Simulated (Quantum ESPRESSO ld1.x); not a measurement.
Task: The table gives one normalised radial function P(r) = r R(r) (large component) of Al+ in [Ne] 3s2 (r in bohr). Method: Dirac Kohn-Sham, LDA (Slater exchange, VWN5 correlation), spin-unpolarised, spherical densities, point nucleus; computed with ld1.x of Quantum ESPRESSO 7.5.

r         P
0.00762  0.6301
0.00873  0.7111
0.01     0.8009
0.01146  0.8998
0.01313  1.0082
0.01504  1.1262
0.01723  1.2534
0.01974  1.3893
0.02262  1.5326
0.02591  1.6818
0.02969  1.8341
0.03374  1.9774
0.03866  2.1255
0.04429  2.2640
0.05074  2.3868
0.05814  2.4867
0.06661  2.5562
0.07631  2.5876
0.08743  2.5742
0.1002   2.5104
0.1148   2.3935
0.1315   2.2240
0.1506   2.0069
0.1726   1.7517
0.1977   1.4722
0.2265   1.1852
0.2595   0.9087
0.2973   0.6590
0.3406   0.4488
0.3903   0.2845
0.4471   0.1662
0.5122   0.0886
0.5869   0.0425
0.6724   0.0181
0.7703   0.0067
0.8825   0.0021
1.011    0.0006
1.158    0.0001
1.327    0.0000
1.521    0.0000
1.742    0.0000
1.996    0.0000
2.287    0.0000
2.599    0.0000
2.977    0.0000
3.411    0.0000
3.908    0.0000
4.477    0.0000
5.13     0.0000
5.877    0.0000
6.733    0.0000
7.714    0.0000
8.838    0.0000
10.13    0.0000
11.6     0.0000
13.29    0.0000
15.23    0.0000
17.44    0.0000
19.99    0.0000

Which n and l does it have? It may be an empty orbital.

Result: n = 1, l = 0: the number of nodes gives n - l - 1 = 0, the rise at small r points to l (this Dirac orbital starts as r^gamma with gamma = sqrt((l + 1)^2 - (Z/c)^2) = 1.00; the j = 1/2 orbital of l + 1 starts with the same power, but with a smaller coefficient, and then steepens), and the extent must fit the shell. The curve is that of 1s1/2. 1s1/2: eigenvalue -1512.7 eV, 0 radial nodes, <r> = 0.121 bohr, 90 % of the charge inside 0.216 bohr.
